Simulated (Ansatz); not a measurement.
Scan of the Al2–C3 bond length

C₂H₄AlB (SMILES [BH2][AlH][C]#C), closed shell, at its PBE0-D4/def2-TZVP minimum:

```xyz
8
angstrom
B -0.9791 1.6103 -0.6589
Al 0.7322 0.3980 -0.3799
C 0.5237 -1.2516 0.5653
C 0.3469 -2.2874 1.1684
H -1.6975 1.5081 -1.6142
H -1.3100 2.4553 0.1258
H 2.1843 0.7685 -0.9053
H 0.1994 -3.2012 1.6988
```

The bond length Al2–C3 (1.913 Å at the minimum) is set to the values below, with the rest relaxed at PBE0-D4/def2-TZVP at each step. Each method's energies count from its own value at the PBE0-D4 minimum structure. Ansatz 0.2.0; basis: def2-TZVPP; cores frozen in the correlated methods. B3LYP uses VWN-RPA correlation.

CCSD(T) energies along the scan:
| bond length (Å) | CCSD(T) (kJ/mol) |
| --- | --- |
| 1.721 | 43.8 |
| 1.760 | 26.8 |
| 1.816 | 10.5 |
| 1.882 | 1.3 |
| 1.954 | 0.7 |
| 2.033 | 8.3 |
| 2.116 | 22.9 |
| 2.204 | 43.4 |
| 2.295 | 68.1 |
They count from the CCSD(T) energy at the PBE0-D4 minimum.

Minimum and curvature along this coordinate at CCSD(T): A fifth-order fit through the nearest points gives 1.923 Å, with a curvature of about 17 eV/Å².

Largest difference from the CCSD(T) curve over the scan: PBE-D4 3.2; PBE0-D4 4.2; B3LYP-D4 4.3; HF 3.1 kJ/mol. Each curve counts from its own value at the minimum.

T1 diagnostic: at most 0.014.

For scale, one of the runs: CCSD(T)/def2-TZVPP, 191 basis functions (an equivalent command: `ansatz run in.yaml --threads 2`). Hardware: 2 CPU threads, shared host. Wall time 23 s; peak host memory 2 GiB.
